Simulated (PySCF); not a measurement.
A mixed set of molecules.

All values: B3LYP/def2-SVPD (PySCF) at GFN2-xTB geometries, gas phase, one conformer each. Core orbitals are frozen in the response; Δα² is half the sum of the squared differences of the principal polarisabilities.

Task: Rank by polarisability anisotropy Δα, lowest first.
A. `[CH:1]#[C:2][C:3](=[CH2:4])[SiH2:5][PH:6][SiH3:7]` with C2–C3–Si5–P6 178°, C3–Si5–P6–Si7 -81°
B. `[CH:1]#[C:2][SiH2:3]/[CH:4]=[CH:5]\[SiH2:6][PH2:7]` with C2–Si3–C4–C5 66°, C4–C5–Si6–P7 -95°, C5–Si6–P7–H -41° and 52°
C. `[CH:1]#[C:2][SiH2:3]/[CH:4]=[CH:5]/[SiH2:6][PH2:7]` with C2–Si3–C4–C5 0°, C4–C5–Si6–P7 -1°, C5–Si6–P7–H -77° and -170°
D. `[OH:1][CH2:2]/[P:3]=[P:4]\[CH2:5][PH2:6]` with H–O1–C2–P3 57°, O1–C2–P3–P4 169°, P3–P4–C5–P6 -80°, P4–C5–P6–H -160° and -68°

Result: B (6.35 Å³), D (7.38 Å³), C (8.35 Å³), A (8.86 Å³).

Task: Rank by mean static polarisability, highest first.
A. `C#C[SiH2]/C=C\[SiH2]P`
B. `OC/P=P\CP`
C. `C#C[SiH2]/C=C/[SiH2]P`
D. `C#CC(=C)[SiH2]P[SiH3]`

Result: D (19.50 Å³), C (19.01 Å³), A (18.70 Å³), B (16.40 Å³).

All values together:

```
               SMILES   formula  μ (D)  HOMO (eV)  LUMO (eV)  α (Å³)  Δα (Å³)  electrons  α per electron (Å³)
C#CC(=C)[SiH2]P[SiH3]  C4H9PSi2   0.44      -7.03      -1.48   19.50     8.86         76                0.257
C#C[SiH2]/C=C\[SiH2]P  C4H9PSi2   1.09      -6.93      -1.45   18.70     6.35         76                0.246
            OC/P=P\CP   C2H7OP3   2.44      -6.97      -2.76   16.40     7.38         72                0.228
C#C[SiH2]/C=C/[SiH2]P  C4H9PSi2   0.88      -7.22      -1.13   19.01     8.35         76                0.250
```

Conformers: `[CH:1]#[C:2][C:3](=[CH2:4])[SiH2:5][PH:6][SiH3:7]` with C2–C3–Si5–P6 178°, C3–Si5–P6–Si7 -81°; `[CH:1]#[C:2][SiH2:3]/[CH:4]=[CH:5]\[SiH2:6][PH2:7]` with C2–Si3–C4–C5 66°, C4–C5–Si6–P7 -95°, C5–Si6–P7–H -41° and 52°; `[OH:1][CH2:2]/[P:3]=[P:4]\[CH2:5][PH2:6]` with H–O1–C2–P3 57°, O1–C2–P3–P4 169°, P3–P4–C5–P6 -80°, P4–C5–P6–H -160° and -68°; `[CH:1]#[C:2][SiH2:3]/[CH:4]=[CH:5]/[SiH2:6][PH2:7]` with C2–Si3–C4–C5 0°, C4–C5–Si6–P7 -1°, C5–Si6–P7–H -77° and -170°.
